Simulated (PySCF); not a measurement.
Electrostatic solvation of a mixed set.

Level: PBE0/pcSseg-1 in PySCF, non-relativistic, each on one gas-phase PBE0-D3(BJ)/def2-SVP geometry that isn't relaxed in the solvent. The solvent is an IEF-PCM continuum (cavity from Bondi-type radii × 1.2). Specific hydrogen bonds and non-electrostatic terms are outside this model.

Task: Order them by E(solvent) − E(gas) in benzene (ε = 2.271), most negative first (kJ/mol).
A. `[F:1][CH2:2][CH2:3][CH2:4][O:5][CH2:6][C:7]([F:8])([F:9])[F:10]` with F1–C2–C3–C4 -59°, C2–C3–C4–O5 -62°, C3–C4–O5–C6 162°, C4–O5–C6–C7 81°
B. `[CH3:1][S:2](=[O:3])(=[O:4])[C@H:5]1[CH2:6][SiH2:7][NH:8][SiH2:9]1` with C1–S2–C5–C6 73°, S2–C5–C6–Si7 155°, C5–C6–Si7–N8 -28°, C6–Si7–N8–Si9 10°, Si7–N8–Si9–C5 6°
C. `[CH3:1][CH:2]([CH3:3])[O:4][C@H:5]([F:6])[C:7]([F:8])([F:9])[F:10]` with C1–C2–O4–C5 -148°, C2–O4–C5–F6 -79°

Result: B (-22.0), A (-10.4), C (-8.3).

```csv
SMILES,charge,ΔE (kJ/mol),polarisation term (kJ/mol),HOMO shift (eV),dipole gas (D),dipole solvent (D),atoms
CS(=O)(=O)[C@H]1C[SiH2]N[SiH2]1,0,-22.0,-23.7,+0.11,4.23,4.85,20
FCCCOCC(F)(F)F,0,-10.4,-10.8,+0.12,1.34,1.43,18
CC(C)O[C@H](F)C(F)(F)F,0,-8.3,-8.8,+0.11,3.30,3.61,18
```

The polarisation term is half the interaction of the solute with the induced surface charges.
